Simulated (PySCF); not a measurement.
**How methods differ on the excitation energy of O+**

O+ [He] 2s2 2p3 (4S) → O+ [He] 2s2 2p2 3s1 (4P), as a difference of total energies. Calculation: PySCF 2.14, in aug-cc-pVQZ; no relativity, point nucleus. Correlated levels: valence: 1s2 frozen. The calculations carry no spin-orbit coupling.

```csv
method,excitation energy (eV)
UHF,22.759
LDA,23.230
PBE,22.923
PBE0,23.045
r2SCAN,23.423
PBEsol,23.049
HSE06,23.036
wB97M-V,22.893
BP86,22.949
MP2 (valence),23.170
SCS-MP2 (valence),22.954
```

Problem. How much does correlation contribute at MP2 (valence)?

Solution. 23.170 − (22.759) = 0.411 eV, measured against UHF.

Errors of the correlated levels include the incompleteness of this basis and the frozen core.

For comparison: 22.987 eV (measured; NIST levels, between the centres of gravity of the two terms).
